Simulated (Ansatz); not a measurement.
Ansatz results at the PBE0-D4/def2-TZVP geometry: HOMO energy (ωB97M-V/def2-TZVPP) -9.86 eV; HOMO energy (PBE0/def2-TZVPP) -7.52 eV; LUMO energy (ωB97M-V/def2-TZVPP) 0.99 eV.

Question: Which molecule gave them?
A. `C1[O][GeH2][O]1`
B. `COC(F)CCl`
C. `[CH]1=N[CH2][AlH]1`
D. `[SeH]C1CC=N1`

Answer: A. The others give `COC(F)CCl`: -10.85, -8.50, 2.74; `[CH]1=N[CH2][AlH]1`: -8.41, -6.22, -0.07; `[SeH]C1CC=N1`: -8.90, -6.70, 1.61.
